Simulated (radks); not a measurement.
Numerical settings for neutral nitrogen, [He] 2s2 2p3. All-electron calculation, scalar-relativistic Kohn-Sham, LDA (Slater exchange, Perdew-Wang correlation), spin-polarised, spherical densities, finite nucleus; open shells are filled with parallel spins first; Fermi nuclear charge, rms radius 2.5582 fm. Program: a radial shooting solver on a logarithmic mesh with Libxc functionals. The defaults (mesh step 0.008 in ln r, mesh end at 40 bohr or more with all orbitals vanishing there, Anderson mixing 0.5 over 9 steps, residual threshold near 1e-9 with the energy settled to 1e-9 hartree or 1e-11 of itself, here a cap of 93 iterations) give E = -54.1658 hartree and 2p at -8.390 eV in 14 iterations. Run on one thread of a shared host, so times are rough (Arm Neoverse V1): 0.07 s of CPU time, 0.07 s wall, 14 iterations on 2208 mesh points. Changes against that run (0 stands for a change within the tolerance of the run):

| setting | iterations | converged | E (mhartree) | e(2p) (meV) | CPU (s) |
|---|---|---|---|---|---|
| mesh step in ln r 0.003 | 14 | yes | 0 | 0 | 0.17 |
| mesh step in ln r 0.03 | 14 | yes | 0 | 0 | 0.03 |
| mesh step in ln r 0.02 | 14 | yes | 0 | 0 | 0.03 |
| mesh end (bohr) 5 | 13 | yes | +9.4 | +472 | 0.06 |
| mesh end (bohr) 3 | 13 | yes | +315 | +6.7e+03 | 0.06 |
| residual threshold 1e-13 | 20 | yes | 0 | 0 | 0.08 |
| residual threshold 0.1 | 9 | yes | 0 | -0.276 | 0.05 |
| mixing 2.5 | 14 | yes | 0 | 0 | 0.07 |
| linear mixing, mixing 0.2 | 89 | yes | 0 | 0 | 0.3 |
| linear mixing, mixing 0.5 | 31 | yes | 0 | 0 | 0.12 |
| mixing history 2 | 20 | yes | 0 | 0 | 0.08 |
| iteration cap 3 | 3 | no | +0.0571 | +14.1 | 0.02 |

Settings that end as converged yet miss the energy by more than 1 mhartree: mesh end (bohr) 5 (+0.0094 hartree); mesh end (bohr) 3 (+0.315 hartree). A mesh that ends early acts as a hard wall.
